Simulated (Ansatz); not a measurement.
CH6GeOS, SMILES `C[O][GeH2][SH]`, relaxed with RKS PBE0-D4/def2-TZVP in Ansatz 0.2.0 from a PBE-D4/def2-SVP geometry. The force threshold is 0.005 eV/Å; the program also tests the step.

Total charge 0; spin multiplicity 1.

Start:

```xyz
10

C     1.378   -0.100    1.016
O     0.607    0.584    0.048
Ge   -1.053   -0.037   -0.298
S    -1.853    1.144   -2.005
H     0.958   -0.013    2.047
H     1.498   -1.188    0.792
H     2.393    0.351    1.031
H    -0.930   -1.554   -0.633
H    -2.000    0.234    0.904
H    -0.998    0.579   -2.903
```

Question: How much energy does the relaxation release, and in how many steps? (An estimate is asked.)

Answer: The calculation gave: 0.04 eV, in 7 steps.

Question: Which bonds change most? (Estimate.)

Answer: Ansatz gave: O2–Ge3 from 1.806 to 1.779 Å; Ge3–S4 from 2.225 to 2.202 Å; S4–H10 from 1.363 to 1.343 Å; C1–H6 from 1.118 to 1.099 Å.

Question: Give the relaxed structure. (Estimate.)

Answer: Ansatz gave: 
```xyz
10

C     1.364   -0.103    1.008
O     0.594    0.586    0.052
Ge   -1.039   -0.030   -0.290
S    -1.829    1.123   -1.991
H     0.939   -0.025    2.017
H     1.475   -1.169    0.764
H     2.360    0.345    1.024
H    -0.910   -1.531   -0.613
H    -1.969    0.234    0.906
H    -0.985    0.569   -2.877
```
